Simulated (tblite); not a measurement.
Parent: `[CH3:1][C:2](=[O:3])[SiH2:4][CH2:5][Cl:6]` with C1–C2–Si4–C5 180°, C2–Si4–C5–Cl6 180°, C3H7ClOSi.

The geometries are computed with GFN2-xTB (gas phase). One conformer each, not checked by frequencies here.

```csv
coordinate of the parent,value
C1–C2,1.503 Å
C2=O3,1.209 Å
C2–Si4,1.933 Å
Si4–C5,1.904 Å
C5–Cl6,1.788 Å
C1–C2–O3,122.3°
C1–C2–Si4,116.8°
O3–C2–Si4,120.9°
C2–Si4–C5,106.7°
Si4–C5–Cl6,109.1°
```

**Question.** How does the shared frame change in `[CH3:1][C:2](=[O:3])[CH2:4][C:5](=[O:6])[SiH2:7][CH2:8][Cl:9]` with C1–C2–C4–C5 144°, C2–C4–C5–O6 -139°, C4–C5–Si7–C8 157°, C5–Si7–C8–Cl9 -178°, C5H9ClO2Si? Atoms pair as C1 = C4, C2 = C5, O3 = O6, Si4 = Si7, C5 = C8, Cl6 = Cl9 (parent first).

**Answer.** 
```csv
parent,relative,value in the relative,change
C1–C2,C4–C5,1.527 Å,+0.024
C2=O3,C5=O6,1.204 Å,-0.005
C2–Si4,C5–Si7,1.932 Å,-0.001
Si4–C5,Si7–C8,1.921 Å,+0.017
C5–Cl6,C8–Cl9,1.783 Å,-0.005
C1–C2–O3,C4–C5–O6,121.0°,-1.3
C1–C2–Si4,C4–C5–Si7,114.7°,-2.1
O3–C2–Si4,O6–C5–Si7,124.4°,+3.5
C2–Si4–C5,C5–Si7–C8,101.2°,-5.5
Si4–C5–Cl6,Si7–C8–Cl9,108.0°,-1.1
```

Of the parent's bonds, C1–C2 changes most (+0.024 Å). Bonds of the relative outside the shared frame: C1–C2 1.498, C2=O3 1.213, C2–C4 1.496 Å. Point group Cs → C1.
